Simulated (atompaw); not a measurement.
# caesium (Cs): one change to a PAW (atompaw) potential, before and after

```
Element                 : caesium
Generator               : atompaw 4.2.0.5
Type                    : PAW
Functional              : LDA (PW92)
Relativity              : scalar-relativistic
Frozen core             : [Kr] 4d10
Valence charge          : 9
Reference configuration : 5s2 5p6 5d0 6s1 6p0
Partial waves           : 5s (bound): rc 2.60 bohr; 6s (bound): rc 3.00 bohr; 5p (bound): rc 2.75 bohr; 6p (bound, empty): rc 3.00 bohr; 5d (bound, empty): rc 3.00 bohr; 5d channel at 0.9 Ry: rc 3.00 bohr
Local potential         : troulliermartins scheme with l = 3 at -0.5 Ry, radius 3.00 bohr
Core correction         : smooth core density matched at 1.70 bohr
Augmentation charge     : sinc compensation charge, radius 2.90 bohr; PAW radius 3.00 bohr; waves and projectors: custom polynom2 7 10 vanderbiltortho
```

All-electron outer shells of the reference configuration (LDA (PW92), scalar-relativistic, ld1.x):

```json
{"shell": "4p", "level (eV)": "-160.49", "outermost node (bohr)": "0.36", "outermost maximum (bohr)": "0.67"}
{"shell": "4d", "level (eV)": "-74.26", "outermost node (bohr)": "0.33", "outermost maximum (bohr)": "0.72"}
{"shell": "5s", "level (eV)": "-26.90", "outermost node (bohr)": "0.82", "outermost maximum (bohr)": "1.54"}
{"shell": "5p", "level (eV)": "-13.61", "outermost node (bohr)": "0.89", "outermost maximum (bohr)": "1.76"}
{"shell": "6s", "level (eV)": "-2.22", "outermost node (bohr)": "2.10", "outermost maximum (bohr)": "4.68"}
{"shell": "6p", "level (eV)": "-0.78", "outermost node (bohr)": "2.61", "outermost maximum (bohr)": "6.55"}
{"shell": "5d", "level (eV)": "-0.48", "outermost node (bohr)": "1.06", "outermost maximum (bohr)": "3.46"}
```

Change: wave 5d channel at 0.9 Ry: rc 3.00 bohr becomes 5d channel at 0.9 Ry: rc 2.54 bohr.

Cutoffs: the cutoffs (Ry, on a coarse ladder) from which the occupation-weighted sum of valence levels, in a spherical-Bessel basis at the reference potential, stays within 10 and 1 mRy of its value at 400 Ry; they do not see the model core or the augmentation charge, which bear on the density cutoff.

What does the change do?

The potential gets neither clearly harder nor softer (25 Ry and 50 Ry → 25 Ry and 50 Ry); a bound ghost appears in d, which as a rule spoils a file.

```tsv
quantity	base	changed
cutoff, loose	25 Ry	25 Ry
cutoff, tight	50 Ry	50 Ry
bound ghosts	none	d
s: phases at 3.00 bohr within 0.05 rad from the reference energy up to (Ry; the scan ends near 5)	0.1	0.1
p: phases at 3.00 bohr within 0.05 rad from the reference energy up to (Ry; the scan ends near 5)	1.0	1.0
d: phases at 3.00 bohr within 0.05 rad from the reference energy up to (Ry; the scan ends near 5)	3.1	2.8
lowest overlap eigenvalue by channel	s 0.58, p 0.72, d 0.89	s 0.58, p 0.72, d 0.96
```

 A true bound ghost makes a file unfit for plane-wave use even where its test errors are small: the radial tests pick states by their node count and pass the ghost by. The cutoffs see the waves, projectors and local potential, not the compensation charge or the core.
